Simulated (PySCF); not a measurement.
# Spin-orbit coupling and the second ionisation energy along the third row

Two-component X2C-1e calculated with PySCF 2.14: MP2 on generalised Hartree-Fock spinors (GMP2), with spin-orbit coupling off and on (screened by Boettger's factors); no Breit or QED terms. Values in eV; the references (NIST) lie between the lowest levels. Elements whose determinants are no pure J levels are left out.

```
                        element               configurations  spin-free  with spin-orbit   shift  reference
Mg (x2c-SVPall-2c, [Ne] frozen)              [Ne] 3s1 → [Ne]     14.610           14.610   0.000     15.035
Al (x2c-SVPall-2c, [Ne] frozen)          [Ne] 3s2 → [Ne] 3s1     18.202           18.202   0.000     18.829
Si (x2c-SVPall-2c, [Ne] frozen)      [Ne] 3s2 3p1 → [Ne] 3s2     15.951           15.974   0.023     16.346
Cl (x2c-SVPall-2c, [Ne] frozen)  [Ne] 3s2 3p4 → [Ne] 3s2 3p3     23.200           23.246   0.046     23.814
Ar (x2c-SVPall-2c, [Ne] frozen)  [Ne] 3s2 3p5 → [Ne] 3s2 3p4     27.324           27.312  -0.012     27.630
```

What remains against the references is mostly the basis and correlation beyond MP2.
